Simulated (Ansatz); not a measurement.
`[F][Sb]([Cl])[Cl]`. Charge 0, multiplicity 1. Sb: def2 effective core potential.

```json
{"atom": "F1", "x (Å)": "-0.2374", "y (Å)": "-0.9384", "z (Å)": "1.4157"}
{"atom": "Sb2", "x (Å)": "-0.7948", "y (Å)": "-0.1397", "z (Å)": "-0.2137"}
{"atom": "Cl3", "x (Å)": "0.0273", "y (Å)": "1.9820", "z (Å)": "0.2736"}
{"atom": "Cl4", "x (Å)": "1.0049", "y (Å)": "-0.9038", "z (Å)": "-1.4755"}
```

(1) What are the harmonic wavenumbers in cm⁻¹ at PBE0-D4/def2-TZVP (Ansatz, finite differences of forces, unscaled)? (Best estimate.)

(2) Is this a minimum?

(3) Give the ideal-gas thermochemistry at 298.15 K and 1 bar (rigid rotor, harmonic oscillator; point group Cs, symmetry number 1).

(4) And at 400, 500, 600, 800 and 1000 K?

## Answers

(1) Computed: 125, 165, 185, 368, 383, 632.

(2) Yes, all 6 modes are real.

(3) Zero-point energy 11.1 kJ/mol; H(298) − E = 28.1 kJ/mol; entropy 336.4 J/(mol·K), of which translation 175.6, rotation 117.6, vibration 43.1; G(298) − E = -72.2 kJ/mol.

(4) 
```csv
T (K),H − E (kJ/mol),S (J/mol/K),G − E (kJ/mol)
400,35.8,358.6,-107.6
500,43.7,376.1,-144.4
600,51.7,390.6,-182.7
800,67.9,413.9,-263.3
1000,84.2,432.2,-348.0
```
